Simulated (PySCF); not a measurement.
Ga(SH)3 (GaH3S3), SMILES [Ga]([SH])([SH])[SH].

Coordinates come from a PBE-D3(BJ)/def2-SVP optimisation. The structure was generated by enumeration; whether it is a known compound was not checked. Other conformers were not sampled.

Level of theory: PBE/def2-TZVP in PySCF.

Symmetry labels are those of the subgroup Cs that the program uses (full group Cs).

Question: List the valence orbital energies around the gap with their symmetry. (Estimate from the structure and the level; the computed values follow.)

Answer: 
```csv
orbital,symmetry,energy (eV)
HOMO−7,A',-10.52
HOMO−6,A',-9.95
HOMO−5,A',-9.59
HOMO−4,A',-7.86
HOMO−3,A',-7.61
HOMO−2,A",-7.25
HOMO−1,A",-6.50
HOMO,A",-6.43
LUMO,A',-2.05
LUMO+1,A",-1.62
LUMO+2,A',-1.35
LUMO+3,A',-0.44
```
